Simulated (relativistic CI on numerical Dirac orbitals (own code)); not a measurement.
# Radial parameters of Pr⁵³⁺

These numbers are calculated, not measured: Dirac-Coulomb-Breit CI, separate exchange-only KLI orbitals for each configuration, model QED (radiative potential, 1s self-energy scaled to tabulated hydrogen-like ionisation energies), unscaled Slater integrals (own radial code, finite nucleus).

Slater integrals F^k, G^k are unscaled and averaged over j, outside the closed core 1s2; ζ comes from projecting the Hamiltonian with its Breit term on Σ l·s of the shell.

- 2s²2p²: F^2(2p,2p) = 1.107e+06, ζ(2p) = 2.8148e+06 cm⁻¹; <r>(2p) = 0.08559, <r^2>(2p) = 0.008888 (bohr units).
- 2s2p³: F^2(2p,2p) = 1.1058e+06, G^1(2s,2p) = 1.175e+06, ζ(2p) = 2.8049e+06 cm⁻¹; <r>(2s) = 0.09837, <r^2>(2s) = 0.01142, <r>(2p) = 0.08568, <r^2>(2p) = 0.008907 (bohr units).
- 2p⁴: F^2(2p,2p) = 1.104e+06, ζ(2p) = 2.7952e+06 cm⁻¹; <r>(2p) = 0.08582, <r^2>(2p) = 0.008936 (bohr units).

Averages of the first 10 configurations, taken without configuration mixing, which lowers the lowest level and can move excited configurations by several eV; other configurations of the list can lie among them:

```tsv
Configuration	Parity	States	Average energy above the lowest level (eV)
2s²2p²	even	15	690.2
2s2p³	odd	40	1258.4
2p⁴	even	15	1874.7
2p³3s	odd	40	7646.5
2p³3p	even	120	7812.3
2p³3d	odd	200	7950.8
2s²2p3s	odd	12	6523.4
2s²2p3p	even	36	6697.4
2s²2p3d	odd	60	6836.0
2s2p²3s	even	60	7060.7
```
